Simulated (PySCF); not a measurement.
C3H8FNSi.

```xyz
14

C      2.4482     0.1699     0.7361
C      1.3118     0.3471     0.0635
F      0.7092     1.5663     0.1079
C      0.5259    -0.6315    -0.7360
Si    -1.2054    -0.9684    -0.0174
N     -2.1225     0.4918    -0.1834
H      2.9527    -0.7959     0.7155
H      2.8851     0.9872     1.3118
H      1.0767    -1.5816    -0.8063
H      0.3805    -0.2440    -1.7601
H     -1.0056    -1.4826     1.3773
H     -1.8750    -2.0460    -0.8030
H     -1.6670     1.3586     0.0905
H     -3.1112     0.5095     0.0479
```
Charge 0, spin multiplicity 1.

Geometry optimised at B3LYP-D3(BJ)/def2-SVP. The structure was generated by enumeration, and PubChem lists no compound with its InChIKey, so it may never have been made. One conformer was computed; it need not be the lowest.

Computed with PySCF with PBE/pcSseg-1. Non-relativistic, no solvent.

Computed absolute GIAO shielding of each atom: isotropic value and principal components (ppm):
| atom | σ(iso) | σ11 | σ22 | σ33 | span |
|---|---|---|---|---|---|
| C1 | 89.4 | -2.7 | 123.2 | 147.6 | 150.3 |
| C2 | 3.1 | -98.7 | 50.5 | 57.5 | 156.3 |
| F3 | 236.5 | 128.3 | 259.1 | 322.0 | 193.7 |
| C4 | 156.1 | 145.3 | 151.6 | 171.3 | 26.0 |
| Si5 | 362.9 | 326.1 | 348.3 | 414.3 | 88.3 |
| N6 | 251.6 | 216.2 | 246.0 | 292.6 | 76.4 |
| H7 | 26.9 | 24.6 | 25.5 | 30.7 | 6.1 |
| H8 | 26.6 | 23.5 | 25.1 | 31.2 | 7.7 |
| H9 | 29.6 | 25.5 | 29.0 | 34.4 | 8.9 |
| H10 | 29.1 | 26.0 | 27.2 | 34.0 | 8.0 |
| H11 | 26.0 | 22.7 | 24.4 | 31.0 | 8.2 |
| H12 | 26.3 | 23.1 | 24.6 | 31.3 | 8.2 |
| H13 | 30.7 | 22.0 | 29.4 | 40.7 | 18.7 |
| H14 | 31.2 | 23.7 | 26.7 | 43.3 | 19.6 |
